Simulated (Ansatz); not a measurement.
## Loss of C2H2: C8H8 → C6H6 + C2H2

Species: C8H8 (cubane) `C12C3C4C1C1C2C3C41`, singlet; C6H6 (bicyclo[2.2.0]hexa-2,5-diene) `C1=CC2C=CC12`, singlet; C2H2 (acetylene) `C#C`, singlet. This is a balance of energies; it says nothing on the path, which may need atoms to shift.

Shapes, held fixed at every level: PBE0-D4/def2-TZVP. Programs: Ansatz 0.2.0. The zero-point and thermal change to 298 K, harmonic and unscaled (PBE0-D4/def2-TZVP), is -15.1 kJ/mol.

Estimate ΔH(298 K) of this reaction.

The highest level, CCSD(T)/CBS estimate, gives ΔH(298 K) = +23.9 kJ/mol; the levels span +23.9 to +140.0. The column of differences is taken from that level and isn't an error. No measured value is set beside it here. The CBS estimate extrapolates MP2 from def2-TZVPP and def2-QZVPP and adds CCSD(T) − MP2 in the triple-zeta set, cores frozen. CCSD(T)/CBS estimate lies outside the range of all other levels here, so it shouldn't be taken on trust.

```tsv
level	kind	ΔH(298 K) (kJ/mol)	less CCSD(T)/CBS estimate
SPW92/def2-TZVPP	LDA	+140.0	+116.1
PBE-D4/def2-TZVPP	GGA	+64.6	+40.7
r2SCAN-D4/def2-TZVPP	meta-GGA	+39.4	+15.5
r2SCAN0-D4/def2-TZVPP	global hybrid	+67.0	+43.1
wB97M-V/def2-TZVPP	range-separated hybrid	+54.2	+30.3
CCSD/def2-SVP	coupled cluster or CI	+36.0	+12.1
CCSD/def2-TZVPP	coupled cluster or CI	+29.2	+5.3
CCSD(T)/CBS estimate	coupled cluster or CI	+23.9	0.0
```
